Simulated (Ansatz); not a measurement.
Stepwise reaction of `[NH2][Y]([NH2])[NH2]` with hydrogen chloride, as a gas-phase model of exchange steps in deposition or etching. ΔE in kJ/mol.

Gas-phase electronic energies from Ansatz, PBE0-D4/def2-TZVP geometries. CCSD(T)/CBS is the MP2 limit (def2-TZVPP, def2-QZVPP) plus CCSD(T) − MP2 in def2-TZVPP, frozen cores. This one scheme is used for every species. Functionals use def2-TZVPP. B3LYP here is the variant with VWN-RPA as its local correlation; programs differ in this. def2 core potentials past Kr. For Y outer-core shells are correlated without core-valence functions, which leaves a few kJ/mol of doubt a bond. One conformer a species, not always the lowest.

```json
{"step": "1", "reaction": "`[NH2][Y]([NH2])[NH2]` + HCl → `[NH2][Y]([NH2])[Cl]` + NH₃", "PBE-D4": "-142.7", "B3LYP-D4": "-147.8", "ωB97M-V": "-149.3", "CCSD(T)/CBS": "-147.7"}
{"step": "2", "reaction": "`[NH2][Y]([NH2])[Cl]` + HCl → `[NH2][Y]([Cl])[Cl]` + NH₃", "PBE-D4": "-129.3", "B3LYP-D4": "-133.9", "ωB97M-V": "-135.4", "CCSD(T)/CBS": "-135.6"}
```

Give the row of step 3, `[NH2][Y]([Cl])[Cl]` + HCl → `[Cl][Y]([Cl])[Cl]` + NH₃. (Best estimate.)

Ansatz gave: 
```csv
step,reaction,PBE-D4,B3LYP-D4,ωB97M-V,CCSD(T)/CBS
3,`[NH2][Y]([Cl])[Cl]` + HCl → `[Cl][Y]([Cl])[Cl]` + NH₃,-113.2,-117.3,-118.6,-120.5
```

By hand: ΔE of the 3 steps together at CCSD(T)/CBS.

(-147.7) + (-135.6) + (-120.5) = -403.8 kJ/mol, or -134.6 kJ/mol a step.

In ΔE each step is higher than the one before. All are downhill at CCSD(T)/CBS. PBE-D4 differs from CCSD(T)/CBS by 5.0 to 7.3 kJ/mol a step. Isolated molecules leave out the surface, adducts and barriers. Largest T1 diagnostic: 0.012.
